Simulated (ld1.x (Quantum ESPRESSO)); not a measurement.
**Pseudopotential generation for Al (Z = 13): TM, PBE, scalar-relativistic.**

- Element: aluminium
- Generator: ld1.x (Quantum ESPRESSO) 7.5
- Type: norm-conserving Troullier–Martins (Kleinman–Bylander form)
- Functional: PBE
- Relativity: scalar-relativistic
- Frozen core: [Ne]
- Valence charge: 3
- Reference configuration: 3s1 3p2
- Partial waves: 3s (bound): rc 1.50 bohr; 3d channel at 0.45 Ry: rc 1.95 bohr; 3p (bound): rc 1.90 bohr
- Local potential: the p channel
- Core correction: a·sin(br)/r model core inside 0.90 bohr

All-electron outer shells of the reference configuration (PBE, scalar-relativistic, ld1.x):

| shell | level (eV) | outermost node (bohr) | outermost maximum (bohr) |
| --- | --- | --- | --- |
| 2s | -109.98 | 0.16 | 0.50 |
| 2p | -71.45 | – | 0.43 |
| 3s | -8.57 | 0.80 | 2.06 |
| 3p | -3.34 | 0.81 | 2.58 |

Does the generator finish with these settings?

Yes, a potential is produced and its reference levels are reproduced.

Estimate the cutoffs (Ry, on a coarse ladder) from which the occupation-weighted sum of valence levels, in a spherical-Bessel basis at the reference potential, stays within 10 and 1 mRy of its value at 400 Ry.

21 Ry and 50 Ry.

What does a ghost test show?

No extra level below or beside the all-electron valence levels (s, d, p, f tested).

Which valence shell sets the plane-wave cutoff?

3s: its level needs 50 Ry to come within 1 mRy, against 6 Ry for 3p.

Tests: 3s2 3p1; 3s2 3p0; 3s1 3p0; 3s1 3p1; 3s0 3p3; 3s2 3p0.5; 3s2 3p1.3. Which has the largest error in its energy relative to the reference configuration, and how large is it?

3s1 3p0, with +7.0 meV (all-electron minus pseudo) on +19.85 eV.
